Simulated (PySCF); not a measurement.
C2H6BO2, charge +1, multiplicity 1.

```xyz
11

C     -2.6232     0.0540    -0.1396
O     -1.2342    -0.1522     0.1469
B      0.0000     0.0000     0.1077
O      1.2342     0.1522     0.1469
C      2.6232    -0.0540    -0.1396
H     -2.7843    -0.1429    -1.2057
H     -3.1855    -0.6528     0.4798
H     -2.8741     1.0893     0.1187
H      2.8741    -1.0893     0.1187
H      2.7843     0.1429    -1.2057
H      3.1855     0.6528     0.4798
```
Charge +1, spin multiplicity 1.

Geometry: PBE0-D3(BJ)/def2-SVP. The multiplicity is an assumed one; no other spin state was optimised. The isomer is the one that the SMILES or the coordinates give; other isomers of the formula were not compared. The values are those of a single conformer.

Level of theory: PySCF with PBE0/pcSseg-1. Non-relativistic, no solvent.

Q: Give the absolute GIAO shielding of each atom: isotropic value and principal components (ppm). (Estimate from the structure and the level; the computed values follow.)

A: 
| atom | σ(iso) | σ11 | σ22 | σ33 | span |
|---|---|---|---|---|---|
| C1 | 116.8 | 80.6 | 83.2 | 186.7 | 106.1 |
| O2 | 310.5 | 253.0 | 273.0 | 405.5 | 152.5 |
| B3 | 103.0 | 44.0 | 44.2 | 220.8 | 176.8 |
| O4 | 310.5 | 253.0 | 273.0 | 405.5 | 152.5 |
| C5 | 116.8 | 80.6 | 83.2 | 186.7 | 106.1 |
| H6 | 26.3 | 22.6 | 24.2 | 32.1 | 9.4 |
| H7 | 26.4 | 22.8 | 24.1 | 32.3 | 9.5 |
| H8 | 26.3 | 22.6 | 24.2 | 32.1 | 9.5 |
| H9 | 26.3 | 22.6 | 24.2 | 32.1 | 9.5 |
| H10 | 26.3 | 22.6 | 24.2 | 32.1 | 9.4 |
| H11 | 26.4 | 22.8 | 24.1 | 32.3 | 9.5 |
